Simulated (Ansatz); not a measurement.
Basis-set extrapolation for `BOBF` (PBE0-D4/def2-TZVP geometry, frozen core, Ansatz 0.2.0). Multiplicity 1, RHF reference.

```tsv
	def2-TZVPP	def2-QZVPP
HF	-225.658486	-225.669510
MP2 correlation	-0.675830	-0.732140
CCSD(T) correlation	-0.720188	not run
```

Energies in hartree. Use E(X) = E(∞) + A·exp(−7.88·√X) for Hartree–Fock and E(X) = E(∞) + B·X^(−2.97) for correlation, with X = 3 and 4, and add CCSD(T) minus MP2 of the smaller set to the MP2 limit.

Q: What is the CCSD(T) energy at the basis-set limit?

A: HF limit: -225.669510 + (-0.011024) × 0.13774 = -225.67103. MP2 limit: -0.732140 + (-0.056310) × 0.74074 = -0.77385. Higher-order term: -0.720188 − (-0.675830) = -0.04436. Total: -226.48924 hartree, 69.4 kcal/mol below CCSD(T)/def2-TZVPP.
